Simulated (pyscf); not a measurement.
H₃C–CH₂–Al(Cl)–Cl, singlet

Gas-phase minimum from PySCF at ωB97X-D3(BJ)/def2-SVP, one conformer. 

```
C
H 1 1.1059
H 1 1.1059 2 104.52
C 1 1.5357 2 110.84 3 -119.47
H 4 1.1018 1 111.64 2 178.18
H 4 1.1018 5 106.72 1 -122.22
H 4 1.1023 5 107.44 6 -114.98
Al 1 1.9375 2 107.40 3 113.85
Cl 8 2.0946 1 122.18 2 -55.52
Cl 8 2.0953 1 121.22 2 124.49
```

Properties at ωB97X-D3(BJ)/def2-SVP:

| Quantity | Value |
|---|---|
| Harmonic wavenumbers, unscaled | 23, 92, 146, 152, 244, 273, 434, 596, 622, 682, 932, 966, 1058, 1244, 1248, 1412, 1435, 1481, 1492, 3057, 3063, 3104, 3148, 3155 cm⁻¹ |
| Zero-point energy | 43.0 kcal/mol |
| Rotational symmetry number | 1 |
| Entropy of this conformer at 298 K and 1 atm, rigid rotor and harmonic oscillator, modes under 100 cm⁻¹ raised to 100 | 365.1 J/(mol K) |
| Dipole moment | 2.13 D |

Single-point totals, which compare only within one level:

| level | total energy (hartree) |
|---|---|
| ωB97X-D3(BJ)/def2-TZVP | -1242.35712 |
| PBE/def2-TZVP | -1241.63793 |
| r²SCAN/def2-TZVP | -1242.13275 |
| B3LYP-D3(BJ)/def2-TZVP | -1242.34052 |
| PBE0-D3(BJ)/def2-TZVP | -1241.76073 |
| M06-2X/def2-TZVP | -1242.18177 |
| ωB97M-D3(BJ)/def2-TZVP | -1242.43400 |

The lowest mode is so soft that the shape along it may change with the basis. Soft torsions are taken as harmonic, which can shift the entropy by several J/(mol K).
